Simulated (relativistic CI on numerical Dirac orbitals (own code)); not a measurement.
**Pd²⁺: resonant inelastic scattering at the M2,3 edge**

Computed with this model: Dirac-Coulomb-Breit CI, separate exchange-only KLI orbitals for each configuration, model QED, valence Slater integrals scaled by 0.7, Kramers-Heisenberg scattering through one core-hole configuration in a parametric crystal field; configurations [Kr] 4d8 → [Ne] 3s2 3p5 3d10 4s2 4p6 4d9; 10 K; core-hole width 2 eV; summed over polarisations. Incident energies are the highest absorption maxima for each field (at most a few, so the weaker spin-orbit partner edge can be absent), on the computed scale of the free ion. Intensities are in per cent of the strongest line above 0.02 eV; levels within 1 cm⁻¹ are merged; final levels count from the ground level, the first row holds all elastic scattering, lines under 0.4 are left out and each table stops after 24 rows. The scale of the Slater integrals is a model choice and moves the terms in proportion.

Field parameters in Wybourne normalisation: D3d B²₀ = −7Dσ, B⁴₀ = −14Dq − 21Dτ, B⁴₃ = −14√(10/7) Dq. The field is a parameter set, without covalency.

S is read from ⟨S²⟩ = S(S + 1).

D3d, 10Dq = 20050, Dσ = -1200, Dτ = 290 cm⁻¹:

```tsv
Final level (eV)	Degeneracy	Irrep	S	536.6 eV	564.9 eV
0.000	1	A1	1.00	183.9	16.6
0.002	2	E	1.00	29.6	5.6
1.265	2	E	0.06	25.4	8.7
2.331	1	A1	0.10	13.4	6.9
2.581	2	E	0.99	19.7	3.4
2.606	2	E	0.99	100.0	9.8
2.645	1	A2	1.00	17.0	2.0
2.692	1	A1	0.99	24.1	9.9
2.756	2	E	0.99	28.3	5.5
2.805	1	A2	1.00	35.7	3.8
3.456	1	A1	0.98	14.2	3.5
3.480	2	E	0.99	12.9	12.2
3.589	2	E	0.96	20.5	7.5
3.629	2	E	0.98	38.9	5.6
3.644	1	A2	0.99	3.9	4.9
3.661	1	A1	0.98	13.9	6.4
3.900	2	E	0.16	8.9	3.0
4.102	1	A1	0.07	6.5	4.8
4.317	2	E	0.06	10.4	14.7
4.417	1	A2	0.05	2.7	3.6
5.504	1	A1	0.99	0.6	0.3
5.587	2	E	0.99	1.1	0.4
5.678	2	E	0.99	0.4	0.4
6.069	1	A1	0.95	1.1	0.1
```

D3d, 10Dq = 20050, Dσ = -860, Dτ = 290 cm⁻¹:

| Final level (eV) | Degeneracy | Irrep | S | 536.6 eV | 564.9 eV |
| --- | --- | --- | --- | --- | --- |
| 0.000 | 1 | A1 | 1.00 | 253.9 | 23.5 |
| 0.002 | 2 | E | 1.00 | 34.2 | 6.4 |
| 1.267 | 2 | E | 0.06 | 36.7 | 12.5 |
| 2.337 | 1 | A1 | 0.09 | 19.0 | 9.5 |
| 2.590 | 2 | E | 0.99 | 37.0 | 5.4 |
| 2.605 | 2 | E | 0.99 | 100.0 | 9.0 |
| 2.634 | 1 | A2 | 1.00 | 37.6 | 4.6 |
| 2.707 | 1 | A1 | 0.99 | 32.5 | 12.3 |
| 2.716 | 2 | E | 0.99 | 66.8 | 11.1 |
| 2.775 | 1 | A2 | 1.00 | 33.5 | 3.7 |
| 3.434 | 1 | A1 | 0.98 | 20.2 | 5.0 |
| 3.454 | 2 | E | 0.99 | 19.1 | 15.7 |
| 3.584 | 2 | E | 0.97 | 33.2 | 10.2 |
| 3.619 | 1 | A2 | 0.99 | 5.3 | 6.7 |
| 3.621 | 2 | E | 0.98 | 48.3 | 9.0 |
| 3.637 | 1 | A1 | 0.98 | 16.0 | 9.3 |
| 3.924 | 2 | E | 0.14 | 11.2 | 5.6 |
| 4.031 | 1 | A1 | 0.07 | 8.9 | 6.3 |
| 4.312 | 2 | E | 0.05 | 14.9 | 18.3 |
| 4.360 | 1 | A2 | 0.05 | 4.4 | 5.5 |
| 5.534 | 1 | A1 | 0.99 | 0.7 | 0.4 |
| 5.558 | 1 | A2 | 0.99 | 0.2 | 0.4 |
| 5.616 | 2 | E | 0.99 | 1.4 | 0.6 |
| 5.700 | 2 | E | 0.98 | 0.9 | 0.6 |

For the first field the strongest loss at the lowest incident energy is the level at 2.61 eV (S = 0.99, against 1.00 in the thermal ground state). Levels of other spin, the first over 8 % at 1.26 eV, appear because spin-orbit coupling of the core hole, and in heavier ions of the valence shell too, mixes spins.
